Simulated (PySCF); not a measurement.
AlGeH4N2 (calculated)

All values are calculated (PySCF 2.14.0). Calculation on a computer-drawn molecule: the log of a Hartree-Fock and frozen-core CCSD(T) single point meant for a local Hartree-Fock minimum, with one planted fault or none, to be diagnosed. Offsets are logged minus clean, where the clean run is the same molecule without the fault. The reference is restricted for singlets and unrestricted otherwise, and also for a bond in bohr or an excited solution. Adding or removing an electron swaps singlet and doublet. The excited solution moves the top pair (singlet) or top alpha electron (doublet) to the lowest empty orbital. Highest occupied and lowest empty are orbital energies over both spins, largest force is the largest gradient component, triples share is (T) over the correlation energy, the T1 limit is 0.02 restricted and 0.045 unrestricted, electrons count all cores, a negative frequency is imaginary (commonest isotopes), and the dipole is about the centre of nuclear charge; on germanium a core potential holds 10 electrons, which the energies leave out, and 3d is frozen in MP2 and coupled-cluster steps.

Common to all runs: meant basis cc-pV(D+d)Z; meant basis and core potential on germanium cc-pVDZ-PP ECP10MDF; logged basis functions 94; logged SCF converged yes; possible faults no fault, one electron removed, one electron added, multiplicity raised by two, geometry at a saddle point, SCF held on an excited solution, minimal basis STO-3G, one bond length entered in bohr, all coordinates scaled.

(1) 
```xyz
8
formula=AlGeH4N2 meant_charge=1 meant_multiplicity=1 logged_electrons=62 logged_spin_squared=0 logged_highest_occupied=-15.233 logged_lowest_empty=-2.8691 logged_largest_force=0.014991 logged_T1_diagnostic=0.018381 logged_D1_diagnostic=0.052011 logged_triples_share=0.03076 logged_CC_converged=yes logged_dipole_magnitude=3.3314 logged_SCF_stable_within_its_kind=yes logged_energy_HF=-646.30208 logged_energy_CCSD(T)=-646.81088 planted_fault=all_coordinates_scaled,by_-1.5_% HF_energy_offset_from_clean_run=1.499 CCSD(T)_energy_offset_from_clean_run=4.093
N      1.8378     2.0867    -0.4724
Ge     1.3220     1.0672     0.8124
N      0.4068    -0.3031     0.5376
Al    -0.4804    -1.6561     0.4196
H      1.6203     1.9130    -1.4202
H      2.3793     2.9002    -0.3270
H      1.7671     1.5262     2.1524
H     -1.3106    -2.9191     0.2905
```

Units: logged_highest_occupied, logged_lowest_empty in eV; logged_largest_force in hartree/bohr; logged_dipole_magnitude in debye; logged_energy_HF, logged_energy_CCSD(T) in hartree; HF_energy_offset_from_clean_run, CCSD(T)_energy_offset_from_clean_run in kcal/mol.

Drawn bonds:
```
atom  other atom  order
   1           2      1
   2           3      2
   3           4      1
   1           5      1
   1           6      1
   2           7      1
   4           8      1
```

(2) 
```xyz
8
formula=AlGeH4N2 meant_charge=1 meant_multiplicity=1 logged_electrons=61 logged_spin_squared=0.7587 logged_highest_occupied=-20.944 logged_lowest_empty=-11.026 logged_largest_force=0.088435 logged_T1_diagnostic=0.021043 logged_D1_diagnostic=0.068018 logged_triples_share=0.026816 logged_CC_converged=yes logged_dipole_magnitude=7.0349 logged_SCF_stable_within_its_kind=yes logged_energy_HF=-645.83922 logged_energy_CCSD(T)=-646.30243 planted_fault=one_electron_removed HF_energy_offset_from_clean_run=291.9 CCSD(T)_energy_offset_from_clean_run=323.2
N      1.8658     2.1185    -0.4796
Ge     1.3422     1.0834     0.8247
N      0.4130    -0.3077     0.5458
Al    -0.4877    -1.6813     0.4260
H      1.6450     1.9421    -1.4418
H      2.4155     2.9443    -0.3320
H      1.7940     1.5495     2.1852
H     -1.3306    -2.9635     0.2949
```

Units: logged_highest_occupied, logged_lowest_empty in eV; logged_largest_force in hartree/bohr; logged_dipole_magnitude in debye; logged_energy_HF, logged_energy_CCSD(T) in hartree; HF_energy_offset_from_clean_run, CCSD(T)_energy_offset_from_clean_run in kcal/mol.

Drawn bonds:
```
atom  other atom  order
   1           2      1
   2           3      2
   3           4      1
   1           5      1
   1           6      1
   2           7      1
   4           8      1
```

(3) 
```xyz
8
formula=AlGeH4N2 meant_charge=0 meant_multiplicity=2 logged_electrons=63 logged_spin_squared=0.7856 logged_highest_occupied=-3.5151 logged_lowest_empty=-0.85168 logged_largest_force=0.14567 logged_CC_converged=no logged_dipole_magnitude=7.0493 logged_SCF_stable_within_its_kind=no logged_energy_HF=-646.35588
N     -0.9405     1.2778     3.0112
Ge     0.0576     0.8522     1.5014
N      0.8950    -0.7069     1.7974
Al     1.6905    -2.1062     1.9809
H     -0.4120     1.1867     3.8632
H     -1.3290     2.2066     2.9921
H     -0.9609     0.7529     0.3294
H      2.4905    -3.4249     2.1654
```

Units: logged_highest_occupied, logged_lowest_empty in eV; logged_largest_force in hartree/bohr; logged_dipole_magnitude in debye; logged_energy_HF in hartree.

Drawn bonds:
```
atom  other atom  order
   1           2      1
   2           3      2
   3           4      1
   1           5      1
   1           6      1
   2           7      1
   4           8      1
```

Notes: CCSD not converged.

**Q.** AlGeH4N2 (entry 3): planted fault?
**A.** SCF held on an excited solution

Further results for AlGeH4N2 (entry 3):

```
HF energy offset from clean run : 72.13 kcal/mol
```
